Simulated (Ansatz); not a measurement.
```xyz
6

O    -1.718   -0.415   -0.955
Ta   -0.210    0.109   -0.353
O     0.032   -0.835    1.264
Cl    1.433   -0.421   -1.868
Cl   -0.293    2.374    0.021
H     0.757   -0.811    1.891
```

Charge 0, multiplicity 1. Ta: def2 effective core potential.

Q: List the PBE0/def2-TZVPP orbital energies in eV (the Gaussian-basis code of Ansatz). (An estimate is asked.)

A: Ansatz gave: Occupied: -2767.92, -2767.92, -523.95, -522.97, -259.78, -259.78, -198.01, -198.01, -197.95, -197.95, -197.93, -197.93, -76.94, -42.97, -42.70, -42.53, -28.49, -25.35, -23.24, -23.08, -15.39, -11.88, -11.65, -11.63, -11.40, -11.07, -10.47, -10.40, -9.90, -9.82, -9.54, -9.45. Lowest empty: -2.26, -1.74, -0.50, -0.50, -0.29, 0.10, 1.35, 2.76.
